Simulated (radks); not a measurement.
Problem. The nickel ion Ni7+ is in [Ar] 3d3. Method: scalar-relativistic Kohn-Sham, r2SCAN, spin-polarised, spherical densities, finite nucleus; meta-GGA in the generalised Kohn-Sham scheme; Fermi nuclear charge, rms radius of each element as measured or else 0.836 A^(1/3) + 0.57 fm; computed with a radial shooting solver on a logarithmic mesh with Libxc functionals. Open shells are filled with parallel spins first. One electron is removed from 3d, 3s, 2p, 3p in turn, with full relaxation. Which removal costs least, and what does each cost?

Solution. 3d 162.94 eV; 3p 223.60 eV; 3s 266.48 eV; 2p 1044.6 eV. The 3d electron leaves first.
